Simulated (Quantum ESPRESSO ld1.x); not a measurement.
The manganese ion Mn2+, 23 electrons, occupied as [Ar] 3d3.5 4p1.5 (fractional occupations, a model configuration). All-electron calculation, scalar-relativistic Kohn-Sham, LDA (Slater exchange, VWN5 correlation), spin-unpolarised, spherical densities, point nucleus. Program: ld1.x of Quantum ESPRESSO 7.5.

X-ray form factor f0, the Fourier transform of the density (f0(0) = 23):

| sin(theta)/lambda (1/angstrom) | f0 (electrons) |
|---|---|
| 0.05 | 22.548 |
| 0.1 | 21.390 |
| 0.15 | 19.919 |
| 0.2 | 18.411 |
| 0.25 | 16.959 |
| 0.3 | 15.570 |
| 0.4 | 13.017 |
| 0.5 | 10.902 |
| 0.6 | 9.310 |
| 0.8 | 7.389 |
| 1 | 6.353 |
| 1.25 | 5.391 |
| 1.5 | 4.487 |
| 2 | 2.968 |
